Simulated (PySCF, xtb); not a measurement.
C2H7AlFN, SMILES [Al]([NH2])([CH2]C)[F].

xtb with GFN2-xTB at its own geometry gives an orbital gap of 4.27 eV and a dipole moment of 2.73 D.

Coordinates come from a B3LYP-D3(BJ)/def2-SVP optimisation. The structure was generated by enumeration; whether it is a known compound was not checked. The values are those of a single conformer.

Question: What does PBE/def2-TZVP (PySCF) give? (An estimate is asked for; the answer gives what the named calculation found.)

Answer: gap 5.25 eV (levels -6.10 and -0.85 eV), dipole 2.18 D.
